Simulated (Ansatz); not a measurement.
Reaction (isomerisation): `CCBO` → `CBCO`

Isolated molecules relaxed with PBE0-D4/def2-TZVP in Ansatz; ΔE leaves out vibrations. CCSD(T)/CBS adds triple-zeta CCSD(T) − MP2 to the extrapolated MP2 energy (def2 sets, frozen cores). Functionals use def2-TZVPP. B3LYP here is the variant with VWN-RPA as its local correlation; programs differ in this. One conformer a species, not always the lowest.

```json
{"level": "BLYP-D4", "ΔE (kJ/mol)": "179.2"}
{"level": "r2SCAN0-D4", "ΔE (kJ/mol)": "183.1"}
{"level": "ωB97X-V", "ΔE (kJ/mol)": "180.2"}
{"level": "ωB97M-V", "ΔE (kJ/mol)": "182.7"}
{"level": "B3LYP", "ΔE (kJ/mol)": "181.0"}
{"level": "r2SCAN0", "ΔE (kJ/mol)": "183.1"}
{"level": "LC-ωPBE", "ΔE (kJ/mol)": "181.2"}
{"level": "MP2/def2-QZVPP", "ΔE (kJ/mol)": "193.0"}
```

What does CCSD(T)/CBS give? (An estimate is asked.)

Computed: +186.8 kJ/mol. The listed levels differ from it by -7.6, -3.7, -6.6, -4.1, -5.8, -3.7, -5.6, 6.2 kJ/mol.

What do rigid-rotor, harmonic-oscillator terms from PBE0-D4/def2-TZVP frequencies (298.15 K, 1 bar) make of the CCSD(T)/CBS value? (Best estimate.)

Computed: ΔZPE = -9.4 kJ/mol, ΔH = +179.7 kJ/mol, ΔS = 16 J/(mol·K), ΔG = +174.9 kJ/mol.

Largest T1 diagnostic among the species: 0.011.

Leaving LDA and LC-ωPBE aside and taking each functional with its dispersion term where it has one, the values, not all of them listed here, spread over 10.8 kJ/mol, from revPBE-D4 to PBE-QIDH. From BLYP to BHLYP (50 % exact exchange), in def2-TZVPP and without D4, ΔE moves by +5.6 kJ/mol. At CCSD(T), def2-SVP lies +20.1 kJ/mol from the extrapolated value and def2-TZVPP +1.8 kJ/mol.
